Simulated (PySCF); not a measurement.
Level of theory: PBE-D3(BJ)/def2-TZVPD // CAM-B3LYP-D3(BJ)/def2-TZVPD in PySCF. Isolated molecules, 0 K electronic values unless said otherwise. 

Reference species (SMILES): `[O-][SiH2]F` (charge -1, multiplicity 1).

```yaml
HOMO: -0.18 eV
```

Changed species: `[C-]#[N+][SiH2][O-]` (X = isocyano, proton removed; the reference has X = fluoro, proton removed).

**Question.** Predict the effect on the HOMO.

**Answer.** the HOMO falls by 0.64 eV, to -0.82 eV.
